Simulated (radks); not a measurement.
All-electron atom: Gd+ in [Xe] 4f7 5d1 6s1.

All-electron calculation, scalar-relativistic Kohn-Sham, LDA (Slater exchange, Perdew-Wang correlation), spin-polarised, spherical densities, finite nucleus; open shells are filled with parallel spins first (spin-orbit coupling, left out, can overturn this in heavy ions); Fermi nuclear charge, rms radius 5.1569 fm. Program: a radial shooting solver on a logarithmic mesh with Libxc functionals.

Energy parts (eV):
| part | energy |
|---|---|
| total | -306477.02 |
| kinetic | 328961.88 |
| electron-nucleus | -747397.23 |
| Hartree | 118521.87 |
| exchange-correlation | -6563.54 |

Orbitals (lengths in bohr, moments of r in powers of bohr):
| orbital | occ. | eigenvalue (eV) | <r^4> | <1/r> |
|---|---|---|---|---|
| 1s up | 1 | -50053.22 | 1.144e-06 | 71.58 |
| 1s down | 1 | -50053.21 | 1.144e-06 | 71.58 |
| 2s up | 1 | -8270.359 | 0.0001820 | 16.61 |
| 2s down | 1 | -8270.218 | 0.0001819 | 16.61 |
| 2p up | 3 | -7364.605 | 0.0001358 | 15.51 |
| 2p down | 3 | -7364.500 | 0.0001358 | 15.51 |
| 3s up | 1 | -1838.271 | 0.007069 | 6.088 |
| 3s down | 1 | -1835.536 | 0.007044 | 6.094 |
| 3p up | 3 | -1557.556 | 0.007404 | 5.727 |
| 3p down | 3 | -1554.843 | 0.007372 | 5.733 |
| 3d up | 5 | -1185.549 | 0.005911 | 5.436 |
| 3d down | 5 | -1183.417 | 0.005873 | 5.442 |
| 4s up | 1 | -376.6367 | 0.1737 | 2.572 |
| 4s down | 1 | -370.5900 | 0.1739 | 2.571 |
| 4p up | 3 | -284.0220 | 0.2276 | 2.364 |
| 4p down | 3 | -278.0377 | 0.2284 | 2.363 |
| 4d up | 5 | -155.7858 | 0.3585 | 2.084 |
| 4d down | 5 | -149.9133 | 0.3634 | 2.080 |
| 5s up | 1 | -57.3792 | 5.799 | 1.003 |
| 5s down | 1 | -54.0542 | 6.127 | 0.9875 |
| 5p up | 3 | -34.6601 | 11.62 | 0.8459 |
| 5p down | 3 | -31.9524 | 12.47 | 0.8288 |
| 4f up | 7 | -16.9857 | 2.502 | 1.534 |
| 4f down | 0 | -11.7328 | 3.615 | 1.493 |
| 6s up | 1 | -10.0008 | 299.8 | 0.3529 |
| 5d up | 1 | -9.2111 | 104.1 | 0.5171 |
| 6s down | 0 | -8.5697 | 369.5 | 0.3389 |
| 5d down | 0 | -7.4749 | 134.7 | 0.4948 |

The highest occupied level is 5d up at -9.211 eV. The configuration is held as typed, so some empty levels lie below it. The spin density at the nucleus is 34.91 e/bohr^3 (1s 0.12, 2s -1.49, 3s -15.14, 4s 1.90, 5s 12.43, 6s 37.09).
